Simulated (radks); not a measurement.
Values are calculated unless marked as measured or tabulated.
Exchange energies: the exact (Fock) value of the Kohn-Sham orbitals and density-functional approximations, in hartree. Species: Li [He] 2s1; Ne [Ne]; Nd13+ [Kr] 4d10 5s1. Code: a radial shooting solver on a logarithmic mesh with Libxc functionals. Model: non-relativistic Kohn-Sham, exchange-only B88, spin-polarised, spherical densities, point nucleus. Every spin shell is full or empty, so the densities are truly spherical. Functionals are evaluated on that one density, not self-consistently.

\begin{tabular}{lrrr}
functional & Li & Ne & Nd13+ \\ \hline
exact & -1.76993 & -12.0287 & -203.817 \\
LDA & -1.5307 & -10.984 & -194.32 \\
B88 & -1.7681 & -12.086 & -203.83 \\
PBE & -1.7506 & -12.016 & -202.91 \\
PBEsol & -1.6723 & -11.614 & -199.36 \\
PW86 & -1.7824 & -12.171 & -203.23 \\
OPTX & -1.7714 & -12.068 & -206.69 \\
B86b & -1.7669 & -12.100 & -203.73 \\
EV93 & -1.8567 & -12.327 & -203.14 \\
APBE & -1.7789 & -12.170 & -204.33 \\
revTPSS & -1.7762 & -12.058 & -201.89 \\
SCAN & -1.7729 & -12.102 & -204.04 \\
r2SCAN & -1.7725 & -12.082 & -203.51 \\
Tao-Mo & -1.7812 & -12.099 & -202.09 \\
MVS & -1.7723 & -12.055 & -203.93 \\
\end{tabular}
